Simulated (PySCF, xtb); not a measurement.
hydrogen selenide (H2Se), SMILES [SeH2].

Harmonic wavenumbers (cm⁻¹) from GFN2-xTB (xtb 6.7.1) at its own minimum, in rising order: 988, 2094, 2121.

Problem. What does PySCF 2.14.0 with ωB97X-D3(BJ)/def2-TZVPD give at its own minimum? (An estimate is asked for; the answer gives what the named calculation found.)

Solution. 1080, 2498, 2508. Paired by order, the mean absolute difference is 294 cm⁻¹ and the zero-point energies are 7.4 and 8.7 kcal/mol.
